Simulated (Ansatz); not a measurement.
Computed with Ansatz on PBE0-D4/def2-TZVP structures; ΔE is electronic, products minus reactants. CBS: MP2 limit from def2 TZ/QZ plus the TZ coupled-cluster correction, frozen cores. This one scheme is used for every species. Functionals use def2-TZVPP. HSE06 is defined as in plane-wave codes. For Se, Ti outer-core shells are correlated without core-valence functions, which leaves a few kJ/mol of doubt a bond. Scalar relativity is left out up to krypton. One conformer a species, not always the lowest.

`[F][Ti]([F])([F])[Cl]` + `[F][Al]([F])[SeH]` → `[F][Ti]([F])([F])[SeH]` + `[F][Al]([F])[Cl]`  (redistribution)

(1) Is it downhill or uphill in electronic energy at CCSD(T)/CBS, and by how much? (Estimate.)

(2) What do these levels give: HSE06-D4, BHLYP-D4, BLYP, CCSD/def2-SVP, HF/def2-QZVPP, HF/CBS(def2)? (Best estimate.)

Largest T1 diagnostic among the species: 0.024, so the coupled-cluster value is less sure than usual.

## Answers

(1) The calculation gave: Uphill: ΔE = +3.0 kcal/mol.

(2) Computed: HSE06-D4 4.0, BHLYP-D4 3.5, BLYP 3.5, CCSD/def2-SVP 3.3, HF/def2-QZVPP 4.4, HF/CBS(def2) 4.4 kcal/mol.

In def2-TZVPP, CCSD(T) changes the Hartree–Fock value by −1.3 kcal/mol (the triples alone add −0.3 kcal/mol) and MP2 by −1.8 kcal/mol. Leaving LDA and LC-ωPBE aside and taking each functional with its dispersion term where it has one, the values, not all of them listed here, spread over 1.4 kcal/mol, from B2PLYP to ωB97X-V.
